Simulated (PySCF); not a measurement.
C₂H₉ClOSi₂ (SMILES C[Si](C)(Cl)O[SiH3]), singlet, geometry from GFN2-xTB. Base run: DF-CAMB3LYP/def2-SV(P) in PySCF.

PySCF was given this input:
```python
from pyscf import gto, scf, dft

mol = gto.Mole()
mol.atom = '''
    C    -1.19236893   -1.91836454    0.11442451
    Si   -0.69394260   -0.09337224   -0.04142804
    C    -1.85625804    0.92181476   -1.14464895
    Cl   -0.59841282    0.73436151    1.80465579
    O     0.78883176    0.00393920   -0.68913206
    Si    2.40190631   -0.09753521   -0.85665340
    H    -2.18455741   -2.02365203    0.54241760
    H    -0.50018269   -2.46204192    0.75185574
    H    -1.19704543   -2.40567413   -0.85574369
    H    -1.53353236    1.95721193   -1.20946965
    H    -1.88558091    0.52316365   -2.15383912
    H    -2.87000610    0.91670208   -0.75613776
    H     3.02065716    0.33694158    0.39314342
    H     2.69425848    0.79313774   -1.97587493
    H     2.69862270   -1.49944493   -1.14795651
'''
mol.basis = 'def2-sv(p)'
mol.verbose = 4
mol.max_memory = 1800
mol.build()

mf = dft.RKS(mol)
mf.xc = 'camb3lyp'
mf = mf.density_fit(auxbasis='def2-universal-jkfit')
mf.kernel()
```

The job was repeated with other settings on one machine. Differences are taken from the largest basis of the def2 family in the series, which isn't the basis-set limit (def2-TZVPP: -1196.266852 Eh). The cheapest run took very roughly 9 core-seconds.

```
setting     basis functions  cost, times the cheapest (rough)  difference in total energy (mEh)
----------  ---------------  --------------------------------  --------------------------------
def2-SV(P)              114                                 1                            592.77
def2-SVP                141                                 1                            572.25
def2-TZVP               258                                 2                              3.24
def2-TZVPP              345                                 4                         reference
```

Times come from a shared machine, hold the start-up and are rough. Total energies converge more slowly with the basis than energy differences do.
